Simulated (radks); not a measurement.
The numbers below are computed, except where a source is named.
Task: Cs4+, 51 electrons, occupied as [Kr] 4d10 5s2 5p3. Code: a radial shooting solver on a logarithmic mesh with Libxc functionals. Model: non-relativistic Kohn-Sham, PBE, spin-polarised, spherical densities, point nucleus; open shells are filled with parallel spins first (spin-orbit coupling, left out, can overturn this in heavy ions); relativity is left out, which matters for an element this heavy. Some entries of the table are withheld. Estimate them.

orbital  occ.  eigenvalue (eV)  <r> (bohr)  <1/r> (bohr^-1)
1s up       1        -34276.47     0.02763            54.47
1s down     1        -34276.30     0.02763            54.47
2s up       1        -5271.807      0.1187            12.53
2s down     1        -5271.728      0.1187            12.53
2p up       3        -4970.336      0.1010            12.55
2p down     3        -4970.191      0.1010            12.55
3s up       1        -1128.915      0.3132            4.604
3s down     1        -1128.771      0.3132            4.604
3p up       3        -1000.676      0.3033            4.533
3p down     3        -1000.508      0.3033            4.533
3d up       5        -762.0933      0.2739            4.407
3d down     5        -761.9340      0.2739            4.407
4s up       1        -246.3691      0.7239            1.912
4s down     1        -246.0211      0.7236            1.912
4p up       3              (1)      0.7512            1.815
4p down     3              (2)      0.7504            1.816
4d up       5        -120.2044      0.8285            1.594
4d down     5        -119.6911      0.8247            1.599
5s up       1              (3)       1.701           0.7673
5s down     1              (4)       1.697           0.7730
5p up       3         -51.8009         (5)           0.6930
5p down     0         -48.7153         (6)           0.6923

Result: 
(1) 4p up eigenvalue (eV): -200.1436
(2) 4p down eigenvalue (eV): -199.7694
(3) 5s up eigenvalue (eV): -64.4422
(4) 5s down eigenvalue (eV): -61.4134
(5) 5p up <r> (bohr): 1.869
(6) 5p down <r> (bohr): 1.879
